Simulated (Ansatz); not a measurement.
Basis sets compared for the cluster Na₆Pt⁻. Charge -1, multiplicity 2. Geometry PBE0-D4/def2-SVPD. Ansatz on 4 threads of Intel Xeon Platinum 8259CL on a shared host; times are rough, and most runs start from earlier orbitals.

| atom | x (Å) | y (Å) | z (Å) |
| --- | --- | --- | --- |
| Pt1 | -0.155 | -0.187 | 0.397 |
| Na2 | -2.588 | -1.276 | -0.331 |
| Na3 | -1.213 | 1.797 | -1.277 |
| Na4 | 1.646 | -2.077 | 1.224 |
| Na5 | 0.448 | -1.403 | -2.042 |
| Na6 | 2.231 | 1.176 | -0.080 |
| Na7 | -0.370 | 1.969 | 2.110 |

In the def2 sets Pt takes a core potential; there is no spin–orbit coupling. At PBE-D4/def2-SVPD, PBE-D4/def2-TZVPD the highest occupied level of the charge -1 doublet lies above zero (up to 0.07 eV). By energy differences its removal costs 1.22 eV (vertical, to the charge 0 singlet, at PBE-D4/def2-TZVPD); a positive level beside a positive removal energy at the same level points to self-interaction error. At PBE0-D4/def2-SVPD, PBE0-D4/def2-TZVPD the charge -1 doublet is spin-contaminated (final ⟨S²⟩ up to 1.03, 0.75 for a pure state). The structure comes from a short search, and lower isomers may exist.

```
            level  functions  energy (Eh)  HOMO (eV)  LUMO (eV)  wall time
 PBE-D4/def2-SVPD        143   -1092.2741       0.06       0.50       27 s
PBE0-D4/def2-SVPD        143   -1092.2869      -0.34       0.95       31 s
```

Question: Estimate the rows for PBE-D4/def2-TZVPD, PBE0-D4/def2-TZVPD.

Answer: 
```
             level  functions  energy (Eh)  HOMO (eV)  LUMO (eV)  wall time
 PBE-D4/def2-TZVPD        253   -1092.6364       0.07       0.50       51 s
PBE0-D4/def2-TZVPD        253   -1092.6457      -0.33       0.95    1.7 min
```
